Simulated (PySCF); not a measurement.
# What binds to gallane, and how strongly

Gas-phase complexes of gallane, each in one structure from a short search with a few starts, optimised by PBE0-D3(BJ)/def2-SVPD or PBE0-D3(BJ)/def2-TZVPD; other ways of binding may lie lower. Energies in kcal/mol, wB97M-D3(BJ)/def2-TZVPD, counterpoise-corrected (PySCF): interaction is complex less parts frozen as they stand in it, binding adds what it costs to deform them. Contacts are written partner···gallane; electrostatic, Pauli and orbital are terms of the uncorrected same energy, whose rest is dispersion or correlation.

2 other partners are left out, for which the search missed the form known or expected to bind best.

Frequency runs check only 4 of the 9 structures; an imaginary mode is left, so that the point isn't a minimum, in the complex with water (87i cm⁻¹).

(1) Order these partners of gallane by binding energy, strongest first: fluoride, dimethyl ether, ammonia, ethylene, phosphine, hydrogen sulfide, water, dinitrogen, acetylene.

## Answers

(1) fluoride (-66.8), ammonia (-21.9), dimethyl ether (-16.8), water (-12.9), phosphine (-12.0), hydrogen sulfide (-10.2), ethylene (-9.3), acetylene (-7.9), dinitrogen (-3.3).
```
         partner  contact  distance (Å)  binding  interaction  electrostatic  Pauli  orbital
        fluoride   F···Ga          1.85    -66.8        -80.7         -125.9  104.9    -59.4
         ammonia   N···Ga          2.15    -21.9        -25.4          -60.3   61.8    -25.8
  dimethyl ether   O···Ga          2.15    -16.8        -19.0          -40.1   42.7    -19.6
           water   O···Ga          2.20    -12.9        -14.7          -33.6   35.1    -15.3
       phosphine   P···Ga          2.52    -12.0        -15.2          -42.1   55.7    -27.5
hydrogen sulfide   S···Ga          2.60    -10.2        -11.8          -30.0   38.1    -18.7
        ethylene   C···Ga          2.57     -9.3        -11.2          -27.5   36.7    -18.6
       acetylene   C···Ga          2.59     -7.9         -9.4          -22.5   29.8    -15.2
      dinitrogen   N···Ga          2.44     -3.3         -3.6          -10.8   15.7     -7.8
```
